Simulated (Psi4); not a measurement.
Pair of molecules: H2O (SMILES O) (first 3 atoms) with HF (SMILES F); geometry from B3LYP-D3(BJ)/def2-TZVP, rigid monomers moved along the line of their centres of mass till O1···H5 is 1.52 Å.
(charge 0, multiplicity 1):
```xyz
5

O     -0.08492    -0.27219     0.32202
H      0.72395    -0.75194     0.11141
H     -0.11087     0.48919    -0.26825
F     -0.25403     0.34218     2.70309
H     -0.22361     0.08486     1.79481
```

The numbers are results of SAPT0/jun-cc-pV(D+d)Z in Psi4, not measurements.

**Question.** Give the four SAPT terms and the total, and say what mostly holds the pair together.

**Answer.** electrostatics -20.90, exchange 24.86, induction -10.05, dispersion -2.92, total -9.01 kcal/mol; the largest attraction is electrostatics.
